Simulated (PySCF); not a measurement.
# Electronic structure of P+ (phosphorus, charge +1) at the UHF level

Configuration: [Ne] 3s1 3p2 4s1, high-spin 5P determinant (an excited configuration). Computed with PySCF 2.14 in aug-cc-pwCVDZ (6s5p3d, 36 functions), with no relativity, point nucleus.

- Total energy: -339.764893 hartree
- One-electron energy: -461.8582 hartree
- Hartree (Coulomb) energy: 144.3694 hartree
- Exchange energy: -22.2761 hartree
- Kinetic energy: 339.70129 hartree
- ⟨S²⟩: 6.0001
- ⟨L²⟩: 2.191
- Sum of ⟨r⟩: 14.56 bohr
- Sum of ⟨r²⟩: 39.74 bohr²
- Traceless quadrupole moment −½Σ⟨3z² − r²⟩ along its main axis: -0.0702 e·bohr²
- Density at the nucleus (Gaussians lack the cusp): 2120 bohr⁻³
- Spin density at the nucleus: 9.25 bohr⁻³
- Langevin diamagnetic susceptibility: -31.5 ×10⁻⁶ cm³/mol

```
shell  electrons  mean orbital energy (hartree)  spread (hartree)  rms radius, mean of both spins (bohr)
 1s α          1                      -80.68181                 0                                  0.120
 1s β          1                      -80.63860                 0                                  0.120
 2s α          1                       -8.20601                 0                                  0.562
 2s β          1                       -8.14321                 0                                  0.562
 2p α          3                       -6.10058           0.01886                                  0.539
 2p β          3                       -6.04419           0.02558                                  0.539
 3s α          1                       -1.37887                 0                                   1.87
 3p α          2                       -0.93183                 0                                   2.13
 4s α          1                       -0.32497                 0                                   4.98
```

The outer electron is Rydberg-like, and this basis confines it to a smaller radius and binds it less than a complete one would.

Spin-orbit constants ζ (cm⁻¹) from the X2C one-electron operator on these orbitals (non-relativistic here): bare nucleus, nucleus screened by l(l+1)(2l+1)/3 electrons, and screened by the Breit-Pauli mean field of the electrons.

```csv
shell,bare,screened nucleus,mean field
2p,5426,4702,4371
3p,414.0,358.8,329.1
```

To first order the Landé constant is A = 82.28 cm⁻¹, so the lowest level has J = 1 and lies 0.0306 eV below the centre of the term. This holds in LS coupling only.
